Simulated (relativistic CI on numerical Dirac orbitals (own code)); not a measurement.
## Cr⁺ in a cubic cluster: L2,3 absorption with charge transfer

Computed with a charge-transfer multiplet model of a cubic metal-ligand cluster with up to 3 ligand holes, Slater and spin-orbit integrals from Dirac-Coulomb-Breit ions, Slater integrals scaled by 0.9. The parameters are those of a tetrahedral site (10Dq negative, t2 hopping the larger). The ground state mixes d5 with configurations of k ligand holes L, whose averages lie at kΔ + k(k − 1)U_dd/2; a core hole lowers each added d electron by U_cd. 300 K, Lorentzian 0.4 eV and Gaussian 0.3 eV FWHM.

Atomic integrals in eV (Slater integrals scaled, ζ unscaled), ground: F2dd 7.466, F4dd 4.592, zeta_d 0.022; with the core hole: F2dd 8.310, F4dd 5.124, zeta_d 0.034, zeta_core 5.628, F2cd 4.671, G1cd 3.353, G3cd 1.901.

Cluster parameters (eV): Δ = 9.6, U_dd = 5.7, 10Dq = -0.5, 10Dq(ligand) = 0, V(eg) = 0.82, V(t2g) = -1.4, final-state hopping factor = 0.9.

| Case | n_d | d5 | d6L | d7L2 | d8L3 | S |
| --- | --- | --- | --- | --- | --- | --- |
| U_cd = 7.1 eV | 5.05 | 0.95 | 0.05 | 0.00 | 0.00 | 2.50 |
| U_cd = 7.7 eV | 5.05 | 0.95 | 0.05 | 0.00 | 0.00 | 2.50 |
| U_cd = 8.3 eV | 5.05 | 0.95 | 0.05 | 0.00 | 0.00 | 2.50 |

Weights, n_d and S are thermal averages at 300 K. Photon energies count from the first peak over 30 % of the highest in each spectrum, which can be another peak from case to case. The parameters are a model scan and need not match a compound or its usual spin state. Peaks in eV (height, largest 100):
- U_cd = 7.1 eV: 0.0 (100), 1.1 (40), 3.3 (13), 8.7 (16), 10.0 (22)
- U_cd = 7.7 eV: 0.0 (100), 1.1 (40), 3.4 (13), 8.8 (16), 10.2 (21)
- U_cd = 8.3 eV: 0.0 (100), 1.1 (40), 3.3 (13), 8.7 (16), 10.2 (21)

For the case U_cd = 7.1 eV, Δ = 9.6 eV is larger than U_dd = 5.7 eV, the Mott-Hubbard side of the Zaanen-Sawatzky-Allen scheme. With the core hole the configuration with one ligand hole lies at Δ + U_dd − U_cd = 8.2, 7.6, 7.0 eV from the one without, in the order of the table; where this is negative the screened configuration lies lower.
